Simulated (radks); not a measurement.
Q: Method: scalar-relativistic Kohn-Sham, SCAN, spin-polarised, spherical densities, finite nucleus; open shells are filled with parallel spins first (spin-orbit coupling, left out, can overturn this in heavy ions); meta-GGA in the generalised Kohn-Sham scheme; Fermi nuclear charge, rms radius of each element as measured or else 0.836 A^(1/3) + 0.57 fm; computed with a radial shooting solver on a logarithmic mesh with Libxc functionals. Each species is in its NIST ground configuration. Rank Pt+, Pd+, Ni+ by radius at which the density is 0.001 e/bohr^3 (bohr), largest first.

A: Pt+ 3.83, Pd+ 3.64, Ni+ 3.35.
